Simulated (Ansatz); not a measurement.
This Ansatz (a first-principles code) input (MP2/pcseg-4) gives -459.66564 Eh with 105 basis functions. A basis named .json is the Basis Set Exchange file of that set (core-valence sets with the plain set on hydrogen).

Ansatz 0.2 input:
```yaml
crystal:
  periodic: [false, false, false]
  atoms:
    - {symbol: Cl, position_ang: [0.00000000, 0.00000000, 0.00000000]}
basis:
  gaussian:
    orbitals: pcseg-4.json
magnetization: {spin_polarized: true, initial_magnetization: 1}
correlation: {method: mp2, electrons: outside_noble_gas}
scf: {lower_state_search: full}
```

Change:
```diff
- orbitals: pcseg-4.json
+ orbitals: cc-pV_5+d_Z.json
```

Question: What does the run give now?

Answer: -459.67238 Eh (MP2/cc-pV(5+d)Z, 100 functions), a change of -6.74 mEh.
